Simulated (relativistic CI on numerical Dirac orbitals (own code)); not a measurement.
# Sc2+ in a cubic cluster: 2p photoemission with charge transfer

Computed with a charge-transfer multiplet model of a cubic metal-ligand cluster with up to 2 ligand holes, Slater and spin-orbit integrals from Dirac-Coulomb-Breit ions, Slater integrals scaled by 0.8. The ground state mixes d1 with configurations of k ligand holes L, whose averages lie at kΔ + k(k − 1)U_dd/2; a core hole lowers each added d electron by U_cd. 300 K, Lorentzian 0.6 eV and Gaussian 0.8 eV FWHM.

Atomic integrals in eV (Slater integrals scaled, ζ unscaled), ground: F2dd 4.710, F4dd 2.885, zeta_d 0.008; with the core hole: F2dd 4.710, F4dd 2.885, zeta_d 0.020, zeta_core 3.005, F2cd 4.113, G1cd 2.955, G3cd 1.675. Where a configuration has fewer than two d electrons, the dd integrals are those of d2.

Cluster parameters (eV): Δ = 8.7, U_dd = 4.4, U_cd = 5.6, 10Dq = 0.55, 10Dq(ligand) = 1.4, final-state hopping factor = 1.

Weights, n_d and S are thermal averages at 300 K. Binding energies count from the first peak over 30 % of the highest in each spectrum, which can be another peak from case to case. The parameters are a model scan and need not match a compound or its usual spin state. Peaks in eV (height, largest 100): 0.0 (100), 4.7 (55), 10.6 (6).

Task: Which parameters give this spectrum?
A. V(eg) = 1.95 eV, V(t2g) = -1.04 eV
B. V(eg) = 1.35 eV, V(t2g) = -0.72 eV
C. V(eg) = 2.25 eV, V(t2g) = -1.2 eV

Result: B. V(eg) = 1.35 eV, V(t2g) = -0.72 eV; the ground state then has 1.12 d electrons and S = 0.50. The choice follows from running the model for each set and comparing peak positions and heights.
